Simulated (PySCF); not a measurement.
Sn(Cl)3(SiH3), H₃Cl₃SiSn, SMILES [SiH3][Sn]([Cl])([Cl])[Cl], CAM-B3LYP/def2-SVP optimised geometry.

```
8

Si    -1.84    -2.45     1.97
Sn    -0.85    -1.13     0.00
Cl    -1.49     1.13     0.00
Cl    -1.49    -1.98    -2.08
Cl     1.49    -1.13     0.00
H     -1.32    -1.84     3.21
H     -1.39    -3.86     1.82
H     -3.31    -2.33     1.88
```

Density from CAM-B3LYP/def2-TZVP, def2 effective core potentials past Kr (PySCF) at that geometry. The core electrons that the potentials of Sn replace are not part of the density.

Minimum of the electron density along straight lines between bonded atoms, close to the bond critical point (lines longer than 1.1 times the sum of covalent radii, or with two minima, are not listed):

| bond | length / Å | ρ at the minimum / e bohr⁻³ | ∇²ρ there / e bohr⁻⁵ | position (fraction from the first atom) |
|---|---|---|---|---|
| Si1–Sn2 | 2.568 | ___ | ___ | 0.46 |
| Sn2–Cl3 | 2.340 | 0.088 | 0.17 | 0.47 |
| Sn2–Cl4 | 2.341 | 0.088 | 0.17 | 0.47 |
| Sn2–Cl5 | 2.340 | 0.088 | 0.17 | 0.47 |
| Si1–H6 | 1.483 | 0.123 | 0.14 | 0.49 |
| Si1–H7 | 1.483 | 0.123 | 0.14 | 0.49 |
| Si1–H8 | 1.483 | 0.123 | 0.14 | 0.49 |

**Question.** What belongs in the gaps?

**Answer.** 
- Si1–Sn2, ρ at the minimum / e bohr⁻³: 0.076
- Si1–Sn2, ∇²ρ there / e bohr⁻⁵: -0.09
